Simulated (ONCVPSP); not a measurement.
## revPBE ONCV dataset for promethium (Pm), scalar-relativistic all-electron reference.

ONCVPSP 4.0.1 input, shortened (lines: element, Z, core and valence counts, functional; n l f; lmax; l rc ep ncon nbas qcut; lloc lpopt rc5 dvloc0; l nproj debl; icmod fcfact rcfact), revPBE, scalar-relativistic:

```
  Pm 61.00    9    4  -102130      upf
    1    0    2.00
    2    0    2.00
    2    1    6.00
    3    0    2.00
    3    1    6.00
    3    2   10.00
    4    0    2.00
    4    1    6.00
    4    2   10.00
    4    3    5.00
    5    0    2.00
    5    1    6.00
    6    0    0.50
    3
    0    2.25    0.00    3    6    4.40
    1    1.70    0.00    4    7    4.10
    2    2.40    0.22    4    8    3.50
    3    1.65    0.00    4    9   12.60
    3    5    1.65    0.00
    0    2    2.10
    1    1    3.80
    2    3    2.20
    3    0    2.90
    3    5.75    1.00
```

In the d channel the program set the typed energies aside and used 0.050, 2.250, 4.450 Ha.

All-electron outer shells of the reference configuration (revPBE, scalar-relativistic, ld1.x):

| shell | level (eV) | outermost node (bohr) | outermost maximum (bohr) |
| --- | --- | --- | --- |
| 5s | -51.33 | 0.70 | 1.29 |
| 5p | -32.10 | 0.75 | 1.46 |
| 4f | -11.49 | – | 0.64 |
| 6s | -10.77 | 1.72 | 3.41 |

(1) Does this generation succeed?

Results:

(1) No. ONCVPSP 4.0.1 stopped with "sratom123: lschfb convergence ERROR n,l,iter= 4 3 4": the all-electron bound-state solver failed for one shell.
